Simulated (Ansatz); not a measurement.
Start from `C[O][Ge]([OH])([SiH3])[Cl]` and change one atom or group to get `[OH][Ge]([OH])([SiH3])[Cl]`.

Ansatz, PBE0-D4/def2-TZVP geometries, multiplicity 1. Each molecule was computed in one conformer, which needn't be the lowest.

Scalar relativity is left out up to krypton.

```json
{"property": "size of the dipole moment (PBE/def2-TZVPP) / D", "`C[O][Ge]([OH])([SiH3])[Cl]`": "1.68"}
{"property": "HOMO energy (B3LYP/def2-TZVPP) / eV", "`C[O][Ge]([OH])([SiH3])[Cl]`": "-7.82"}
{"property": "HOMO–LUMO gap (PBE0/def2-TZVPP) / eV", "`C[O][Ge]([OH])([SiH3])[Cl]`": "7.67"}
{"property": "HOMO–LUMO gap (ωB97M-V/def2-TZVPP) / eV", "`C[O][Ge]([OH])([SiH3])[Cl]`": "11.67"}
{"property": "HOMO energy (PBE/def2-TZVPP) / eV", "`C[O][Ge]([OH])([SiH3])[Cl]`": "-6.59"}
{"property": "HOMO–LUMO gap (B3LYP/def2-TZVPP) / eV", "`C[O][Ge]([OH])([SiH3])[Cl]`": "7.17"}
```

Task: What does the change do to each property? (Best estimate.)

Result: Computed: 
| property | `[OH][Ge]([OH])([SiH3])[Cl]` | shift |
| --- | --- | --- |
| size of the dipole moment (PBE/def2-TZVPP) / D | 1.07 | -0.61 |
| HOMO energy (B3LYP/def2-TZVPP) / eV | -8.24 | -0.42 |
| HOMO–LUMO gap (PBE0/def2-TZVPP) / eV | 8.04 | 0.37 |
| HOMO–LUMO gap (ωB97M-V/def2-TZVPP) / eV | 11.97 | 0.30 |
| HOMO energy (PBE/def2-TZVPP) / eV | -7.10 | -0.51 |
| HOMO–LUMO gap (B3LYP/def2-TZVPP) / eV | 7.54 | 0.37 |

Dipoles are sizes alone; their direction can turn.

B3LYP here is the variant with VWN-RPA as its local correlation; programs differ in this.
